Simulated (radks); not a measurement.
Values are calculated unless marked as measured or tabulated.
Question: Species: Cr+. Configuration: [Ar] 3d5. Level of theory: scalar-relativistic Kohn-Sham, BLYP, spin-unpolarised, spherical densities, finite nucleus; Fermi nuclear charge, rms radius 3.6452 fm (a radial shooting solver on a logarithmic mesh with Libxc functionals). Some entries of the table are withheld. Estimate them.

orbital,occ.,eigenvalue (eV),<r> (bohr)
1s,2,(1),0.06355
2s,2,-674.1070,0.2932
2p,6,-567.8981,0.2598
3s,2,(2),0.9030
3p,6,-52.4275,0.9676
3d,5,-9.9223,1.423

Answer: 
(1) 1s eigenvalue (eV): -5890.259
(2) 3s eigenvalue (eV): -80.8715
